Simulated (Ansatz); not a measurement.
Compare A (`C[C](=N)[AlH2]`) with its isomer B (`[CH3][AlH][CH]=N`).

Isolated molecules relaxed with PBE0-D4/def2-TZVP in Ansatz; ΔE leaves out vibrations. CCSD(T)/CBS adds triple-zeta CCSD(T) − MP2 to the extrapolated MP2 energy (def2 sets, frozen cores). DFT in def2-TZVPP. B3LYP here is the variant with VWN-RPA as its local correlation; programs differ in this. Each species was taken in one conformer, which may not be the lowest.

Which is lower in electronic energy at CCSD(T)/CBS, and by how much? (Best estimate.)

Ansatz gave: B, by 5.9 kcal/mol.

Give E(B) − E(A) in kcal/mol with MP2/def2-TZVPP, r2SCAN-D4, CCSD/def2-TZVPP, CCSD(T)/def2-SVP, B3LYP, BLYP-D4, PBE0-D4. (Estimate.)

Computed: MP2/def2-TZVPP -5.6, r2SCAN-D4 -5.5, CCSD/def2-TZVPP -6.0, CCSD(T)/def2-SVP -4.0, B3LYP -5.9, BLYP-D4 -5.1, PBE0-D4 -5.0. None reverses the order clearly.

Does the order hold for the free energy at 298.15 K (harmonic terms from PBE0-D4)? (Best estimate.)

Computed: Yes: G(B) − G(A) = -6.8 kcal/mol, for one conformer each. Modes under 60 cm⁻¹, often nearly free rotors, make the harmonic entropy too high.

Largest T1 diagnostic: 0.012.

Leaving LDA and LC-ωPBE aside and taking each functional with its dispersion term where it has one, the values, not all of them listed here, spread over 2.3 kcal/mol, from ωB97M-V to B97M-V. LDA lies +2.1 kcal/mol from PBE without D4. At CCSD(T), def2-SVP lies +1.9 kcal/mol from the extrapolated value and def2-TZVPP +0.1 kcal/mol.
